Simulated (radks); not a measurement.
Trend from Sc to Zn: ionisation energy by Delta-SCF between NIST ground configurations, and size. Method: non-relativistic Kohn-Sham, PBEsol, spin-unpolarised, spherical densities, point nucleus; computed with a radial shooting solver on a logarithmic mesh with Libxc functionals.

[
 {"species": "Sc", "configuration": "[Ar] 3d1 4s2", "configuration of the ion": "[Ar] 3d1 4s1", "IE (eV)": "6.859", "NIST (eV)": "6.561", "kind": "exp.", "-e(HOMO) (eV)": "3.382 (3d)", "outermost": "4s", "<r> outermost (bohr)": "3.73"},
 {"species": "Ti", "configuration": "[Ar] 3d2 4s2", "configuration of the ion": "[Ar] 3d2 4s1", "IE (eV)": "7.298", "NIST (eV)": "6.828", "kind": "exp.", "-e(HOMO) (eV)": "4.433 (3d)", "outermost": "4s", "<r> outermost (bohr)": "3.53"},
 {"species": "V", "configuration": "[Ar] 3d3 4s2", "configuration of the ion": "[Ar] 3d4", "IE (eV)": "6.868", "NIST (eV)": "6.746", "kind": "exp.", "-e(HOMO) (eV)": "4.661 (4s)", "outermost": "4s", "<r> outermost (bohr)": "3.36"},
 {"species": "Cr", "configuration": "[Ar] 3d5 4s1", "configuration of the ion": "[Ar] 3d5", "IE (eV)": "6.747", "NIST (eV)": "6.767", "kind": "exp.", "-e(HOMO) (eV)": "3.011 (3d)", "outermost": "4s", "<r> outermost (bohr)": "3.46"},
 {"species": "Mn", "configuration": "[Ar] 3d5 4s2", "configuration of the ion": "[Ar] 3d5 4s1", "IE (eV)": "8.321", "NIST (eV)": "7.434", "kind": "exp.", "-e(HOMO) (eV)": "5.046 (4s)", "outermost": "4s", "<r> outermost (bohr)": "3.11"},
 {"species": "Fe", "configuration": "[Ar] 3d6 4s2", "configuration of the ion": "[Ar] 3d6 4s1", "IE (eV)": "8.615", "NIST (eV)": "7.902", "kind": "exp.", "-e(HOMO) (eV)": "5.219 (4s)", "outermost": "4s", "<r> outermost (bohr)": "3.01"},
 {"species": "Co", "configuration": "[Ar] 3d7 4s2", "configuration of the ion": "[Ar] 3d8", "IE (eV)": "5.894", "NIST (eV)": "7.881", "kind": "exp.", "-e(HOMO) (eV)": "5.384 (4s)", "outermost": "4s", "<r> outermost (bohr)": "2.92"},
 {"species": "Ni", "configuration": "[Ar] 3d8 4s2", "configuration of the ion": "[Ar] 3d9", "IE (eV)": "5.666", "NIST (eV)": "7.640", "kind": "exp.", "-e(HOMO) (eV)": "5.542 (4s)", "outermost": "4s", "<r> outermost (bohr)": "2.84"},
 {"species": "Cu", "configuration": "[Ar] 3d10 4s1", "configuration of the ion": "[Ar] 3d10", "IE (eV)": "7.861", "NIST (eV)": "7.726", "kind": "exp.", "-e(HOMO) (eV)": "4.435 (4s)", "outermost": "4s", "<r> outermost (bohr)": "2.98"},
 {"species": "Zn", "configuration": "[Ar] 3d10 4s2", "configuration of the ion": "[Ar] 3d10 4s1", "IE (eV)": "9.677", "NIST (eV)": "9.394", "kind": "exp.", "-e(HOMO) (eV)": "5.844 (4s)", "outermost": "4s", "<r> outermost (bohr)": "2.69"}
]

Reference values: NIST Atomic Spectra Database (measured). Spin polarisation and multiplet splitting are left out, so open shells lie too high by an amount that depends on their filling.

Beside tabulated values, note that spin-unpolarised runs miss the spin-polarisation part of the exchange energy of open shells.
